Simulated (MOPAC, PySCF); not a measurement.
C10H7BS, SMILES `c1csc2c1c(cc(B)c2)C#C`, neutral singlet in the gas phase. 

Cartesian coordinates (Å):
```xyz
19

B      3.4238     0.1067     0.1772
C      1.8970    -0.0553     0.0907
C      1.0400     1.0726     0.1253
C     -0.3458     0.9617     0.0489
C     -1.1879     2.1132     0.0859
C     -1.9151     3.0843     0.1162
C     -0.9153    -0.3349    -0.0683
C     -2.2920    -0.7071    -0.1625
C     -2.4549    -2.0573    -0.2631
S     -0.9690    -2.9374    -0.2493
C     -0.0577    -1.4621    -0.1028
C      1.3260    -1.3337    -0.0252
H      3.9180     1.2061     0.2767
H      4.1385    -0.8693     0.1458
H      1.4803     2.0677     0.2153
H     -2.5496     3.9507     0.1440
H     -3.1120     0.0107    -0.1542
H     -3.3956    -2.6015    -0.3471
H      1.9713    -2.2149    -0.0536
```
Charge 0, spin multiplicity 1.

All levels are single points at this geometry (PBE0-D3(BJ)/def2-SVP); Pople sets use spherical d functions. Orbital energies aren't observables, and empty levels follow the basis.

HF/STO-3G in PySCF gives HOMO (eV) = -6.06.

**Question.** Estimate the HOMO (eV) from each of these levels: PBE0-D3(BJ)/def2-TZVP in PySCF; ωB97X-D3(BJ)/def2-TZVP in PySCF; B3LYP/3-21G in PySCF; B3LYP/6-311+G** in PySCF; B3LYP/6-31G* in PySCF; BP86/6-31G* in PySCF; M06-2X/6-31G* in PySCF; PBE/6-31G* in PySCF; SVWN5/6-31G* in PySCF; PM3 in MOPAC; PM6 in MOPAC; PM7 in MOPAC.

**Answer.** 
```
level                            HOMO (eV)
-------------------------------  ---------
PBE0-D3(BJ)/def2-TZVP in PySCF       -6.56
ωB97X-D3(BJ)/def2-TZVP in PySCF      -8.54
B3LYP/3-21G in PySCF                 -6.24
B3LYP/6-311+G** in PySCF             -6.39
B3LYP/6-31G* in PySCF                -6.07
BP86/6-31G* in PySCF                 -5.52
M06-2X/6-31G* in PySCF               -7.29
PBE/6-31G* in PySCF                  -5.43
SVWN5/6-31G* in PySCF                -5.60
PM3 in MOPAC                         -8.86
PM6 in MOPAC                         -8.69
PM7 in MOPAC                         -8.57
```
